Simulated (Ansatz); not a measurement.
Ansatz (a quantum-chemistry and plane-wave program) input (CCSD(T)/aug-cc-pV(D+d)Z):
A basis named .json is the Basis Set Exchange file of that set.

Ansatz 0.2 input:
```yaml
crystal:
  periodic: [false, false, false]
  atoms:
    - {symbol: Si, position_ang: [-1.13071627, -0.21437975, -0.19786288]}
    - {symbol: Cl, position_ang: [1.10415170, 0.11806772, 0.10161408]}
    - {symbol: H, position_ang: [-1.48225327, 1.28364396, -0.26245164]}
    - {symbol: H, position_ang: [-1.45829783, -0.28947871, 1.30509270]}
basis:
  gaussian:
    orbitals: aug-cc-pV_D+d_Z.json
total_charge: -1
magnetization: {spin_polarized: false}
correlation: {method: ccsd_t, electrons: outside_noble_gas}
output: {forces: true}
```

End of the output:

```
integrals: 0.07 GiB planned
814 factors; integrals over basis functions are off by at most 7.2e-4 eV
mean field: 0.21 GiB planned
mean field evaluation 1: about -20397.9509 eV, gradient 1.4e1 eV
mean field evaluation 2: about -20397.9863 eV, gradient 1.4e1 eV
mean field evaluation 4: about -20398.8464 eV, gradient 1.4e0 eV
mean field evaluation 8: about -20398.8706 eV, gradient 3.9e-4 eV
mean field evaluation 16: about -20398.7964 eV, gradient 1.4e0 eV
mean field -20398.87055434 eV, -749.6446660209 hartree, gradient 2.0e-6 eV, S^2 0.000000; 0 other end points of the search recorded, 0 dependent functions left out
10 core orbitals not correlated
reference -20398.87055434 eV, -749.6446660209 hartree; 7, 7 occupied and 65, 65 virtual orbitals, 814 factors
densities: 0.27 GiB planned
second order -7.30152942 eV of doubles, -0.00000000 eV of singles
coupled cluster: 0.20 GiB planned
cycle   1  -8.01081316 eV  change   -7.1e-1 eV  update   7.2e-2
cycle   2  -8.26522401 eV  change   -2.5e-1 eV  update   2.4e-2
cycle   3  -8.29553586 eV  change   -3.0e-2 eV  update   8.8e-3
cycle   4  -8.29274518 eV  change    2.8e-3 eV  update   2.9e-3
cycle   5  -8.29197272 eV  change    7.7e-4 eV  update   9.5e-4
cycle   6  -8.29200002 eV  change   -2.7e-5 eV  update   4.1e-4
cycle   7  -8.29205322 eV  change   -5.3e-5 eV  update   1.6e-4
cycle   8  -8.29209013 eV  change   -3.7e-5 eV  update   7.2e-5
cycle   9  -8.29209364 eV  change   -3.5e-6 eV  update   2.9e-5
cycle  10  -8.29208425 eV  change    9.4e-6 eV  update   1.1e-5
cycle  11  -8.29208310 eV  change    1.1e-6 eV  update   4.7e-6
cycle  12  -8.29208425 eV  change   -1.2e-6 eV  update   1.8e-6
perturbative correction -0.25828244 eV, -0.0094917045 hartree
the calculation of the forces begins
Total energy: -20407.42092103 eV, -749.9588862011 hartree
Atom 0 at    -1.130716    -0.214380    -0.197863 Å, force    -0.190373    -0.059052    -0.056352 eV/Å
Atom 1 at     1.104152     0.118068     0.101614 Å, force     0.201297     0.030764     0.027797 eV/Å
Atom 2 at    -1.482253     1.283644    -0.262452 Å, force    -0.006280     0.067892    -0.039280 eV/Å
Atom 3 at    -1.458298    -0.289479     1.305093 Å, force    -0.004643    -0.039605     0.067836 eV/Å
Dipole moment:     0.332468     0.083475     0.078691 e Å
```

It need not be the lowest isomer of its formula. Whether it binds its extra electron was not tested at this geometry.
